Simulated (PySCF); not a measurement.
# Mg⁺ (magnesium, charge +1) across methods

[Ne] 3s1, 2S determinant. Computed with PySCF 2.14 in aug-cc-pVDZ, with the non-relativistic Hamiltonian (point nucleus). The B2PLYP total includes its PT2 part (frozen core); its orbital energies are those of the SCF part.

```tsv
method	E (hartree)	mean ε 2p α (eV)	mean ε 2p β (eV)	mean ε 3s α (eV)	Σ⟨r²⟩ (bohr²)	⟨S²⟩
BP86	-199.7973	-56.119	-55.991	-12.042	13.89	0.750
PBE0	-199.6827	-60.066	-59.917	-12.731	13.97	0.750
TPSSh	-199.7977	-57.950	-57.819	-12.190	14.00	0.750
UHF	-199.36492	-71.106	-70.959	-14.722	14.16	0.750
B2PLYP	-199.6778	-64.286	-64.161	-13.461	13.94	0.750
r2SCAN	-199.7620	-57.382	-57.286	-12.069	13.92	0.750
PBE	-199.6612	-55.992	-55.842	-11.943	13.97	0.750
BHandHLYP	-199.7932	-64.129	-64.013	-13.438	13.88	0.750
```

Task: Estimate the same row for LDA.

Result: E (hartree) = -198.8361; mean ε 2p α (eV) = -55.984; mean ε 2p β (eV) = -55.849; mean ε 3s α (eV) = -12.009; Σ⟨r²⟩ (bohr²) = 13.89; ⟨S²⟩ = 0.750.
